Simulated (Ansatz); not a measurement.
Geometry optimisation, Ansatz, RKS BLYP-D4/def2-SVP.

input.yaml

```yaml
crystal:
  periodic: [false, false, false]
  atoms:
    - { symbol: C, position_ang: [-1.5059, -0.3444, 0.9403] }
    - { symbol: Te, position_ang: [-0.0728, 1.2032, 1.2724] }
    - { symbol: Si, position_ang: [1.0371, 0.6026, -0.8673] }
    - { symbol: O, position_ang: [1.5949, -1.0435, -0.8154] }
    - { symbol: F, position_ang: [0.0212, 0.8563, -2.1635] }
    - { symbol: H, position_ang: [-1.0685, -1.2793, 0.8704] }
    - { symbol: H, position_ang: [-2.0554, -0.0876, -0.0206] }
    - { symbol: H, position_ang: [-2.2464, -0.2765, 1.7565] }
    - { symbol: H, position_ang: [1.54479, -1.34852, -1.7559] }
    - { symbol: H, position_ang: [2.1047, -1.1327, 0.0091] }
basis:
  gaussian: { orbitals: def2-SVP }
hamiltonian:
  xc: blyp
  dispersion: d4
relax:
  f_tol: 0.02
  max_steps: 50
```

Launched with:

```bash
$ ansatz run input.yaml --threads 2 --pin off --max-ram 3072MiB --backend cpu --events-out ev --progress --plain --runs-dir out
```

Question: Where does it end, and by what steps?

Answer: The run converged. The force dipped under the threshold on the way, but the program's further checks kept it going. After 25 steps the energy has fallen by 2.797 eV; H9 moved furthest, 1.18 Å.

```csv
step,energy less start (eV),largest force component (eV/Å),accepted
0,0.0000,6.162,yes
1,-1.3304,4.302,yes
2,-2.1338,1.716,yes
3,-2.4579,1.272,yes
4,-2.5848,0.832,yes
5,-2.6429,0.382,yes
6,-2.6605,0.354,yes
7,-2.6813,0.468,yes
8,-2.7180,0.155,yes
9,-2.7069,1.089,no
10,-2.7347,0.141,yes
11,-2.7487,0.271,yes
12,-2.7553,0.705,yes
13,-2.7502,0.566,no
14,-2.7720,0.236,yes
15,-2.7816,0.267,yes
16,-2.7835,0.414,yes
17,-2.7797,0.128,no
18,-2.7896,0.113,yes
19,-2.7929,0.073,yes
20,-2.7935,0.218,yes
21,-2.7890,0.205,no
22,-2.7964,0.019,yes
23,-2.7966,0.029,yes
24,-2.7967,0.021,yes
25,-2.7967,0.009,yes
```

```xyz
10
Properties=species:S:1:pos:R:3
C -1.594 -0.307 0.975
Te 0.427 0.498 1.412
Si 0.983 1.037 -1.174
O 1.647 -1.053 -1.252
F -0.490 0.589 -1.821
H -1.634 -1.362 1.297
H -1.749 -0.214 -0.113
H -2.329 0.299 1.533
H 2.624 -1.096 -1.346
H 1.469 -1.241 -0.285
```

Whether the end is a true minimum wasn't checked by a vibrational analysis.

The run took 62 s on 2 threads of Arm Neoverse V2, with other jobs on the host, peak memory 0.17 GiB.
